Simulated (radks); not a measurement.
The numbers below are computed, except where a source is named.
Question: The mean radii <r> (bohr) of the occupied orbitals of an atom or ion are listed with their occupations. Level of theory: Dirac Kohn-Sham, PBEsol, spin-unpolarised, spherical densities, point nucleus (a radial shooting solver on a logarithmic mesh with Libxc functionals).

| orbital | occ. | <r> |
|---|---|---|
| 1s1/2 | 2 | 0.01743 |
| 2s1/2 | 2 | 0.07216 |
| 2p1/2 | 2 | 0.05947 |
| 2p3/2 | 4 | 0.06750 |
| 3s1/2 | 2 | 0.1756 |
| 3p1/2 | 2 | 0.1647 |
| 3p3/2 | 1 | 0.1767 |

Name the element and its charge. Open shells, if any, fill j = l - 1/2 first.

Answer: Z = 77, iridium, charge +62: Ir62+ in [Ne] 3s2 3p3. The 1s radius gives Z: for a bare nucleus <r> = (2 gamma + 1)/(2Z) with gamma = sqrt(1 - (Z/c)^2), 0.01724 bohr for Z = 77, and screening makes it slightly larger (0.01743 here). The occupations add up to 15, and the charge is Z minus that.
